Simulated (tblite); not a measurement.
Species: C₅H₁₂FNSi₂.
Geometry (GFN2-xTB, Å), atoms numbered from 1 in this order:
```xyz
21
C5H12FNSi2 angstrom
C      3.3220    0.4404    0.2072
Si     1.8125   -0.1760   -0.7579
C      0.2685    0.0832    0.3354
C     -1.0705   -0.1228   -0.3780
C     -1.2107   -1.5637   -0.8389
F     -2.4780   -1.7933   -1.3286
Si    -2.5551    0.3438    0.7412
C     -2.2077    2.1025    1.2734
N     -1.9885    3.1778    1.6021
H      3.4638   -0.1221    1.1257
H      4.2267    0.3362   -0.3829
H      3.2228    1.4883    0.4757
H      1.6437    0.5802   -2.0051
H      1.9845   -1.6008   -1.0786
H      0.3145   -0.5765    1.2052
H      0.2951    1.1030    0.7272
H     -1.0894    0.5127   -1.2704
H     -0.5148   -1.8105   -1.6465
H     -1.0690   -2.2631   -0.0081
H     -2.5460   -0.4663    1.9635
H     -3.8335    0.3440    0.0379
```

All values are computed: GFN2-xTB (tblite) harmonic vibrations without scaling, gas phase. Against measured fundamentals such values can be off by several per cent, at times by over 20. Modes of hydrogen on silicon can be 10 to 20 % off. One conformer, not necessarily the lowest.

Harmonic wavenumbers (cm⁻¹): 33.6, 39.3, 48.3, 83.4, 99.0, 112.8, 128.3, 166.9, 192.6, 244.3, 262.6, 320.7, 356.4, 444.0, 451.3, 495.8, 567.2, 575.6, 617.0, 672.2, 694.5, 719.1, 738.2, 748.0, 763.7, 768.3, 792.0, 830.2, 846.9, 966.4, 1017.6, 1040.3, 1106.8, 1151.3, 1193.9, 1243.4, 1294.2, 1304.7, 1333.7, 1374.2, 1467.7, 1475.6, 1483.4, 1489.2, 2203.4, 2226.6, 2245.6, 2311.6, 2355.6, 2921.7, 2940.9, 2952.4, 2955.6, 2970.0, 3037.1, 3039.2, 3052.0.

A = 1171, B = 694.5, C = 457.3 MHz; mass 161.049 u (most abundant isotopes); point group C1, symmetry number 1.

Zero-point energy?

½Σν̃ = 33483 cm⁻¹ = 400.55 kJ/mol.

Entropy at 200 K, 1 bar (ideal gas, RRHO, classical rotation)?

Translation 163.93, rotation 125.29, vibration 136.06: S = 425.3 J/(mol K).

And Cp and H(200 K) − H(0)?

Cp = 157.39 J/(mol K), of which vibrations give 124.13 (their classical limit is 57 R = 473.9); H(200 K) − H(0) = 20.36 kJ/mol without the zero-point energy, 13.71 from vibrations.

Blend soft modes into free rotors: weight 1/[1 + (100 cm⁻¹/ν̃)⁴] for the oscillator and the rest for a rotor with moment μB/(μ + B), μ = h/(8π²ν), B = 10⁻⁴⁴ kg m². What vibrational entropy results?

121.14 J/(mol K) in place of 136.06, which changes −T·S at 200 K by +2.98 kJ/mol.

What must be added to the electronic energy to get the Gibbs energy at 200 K and 1 bar?

ZPE + [H(200 K) − H(0)] − T·S = 400.55 + 20.36 − 85.06 = 335.85 kJ/mol.

Hindered rotation and anharmonicity are outside this model. Other conformers, if any are populated, would add a mixing term that is left out. The structure is chiral; the term R ln 2 for an equal mix with its mirror image is left out.
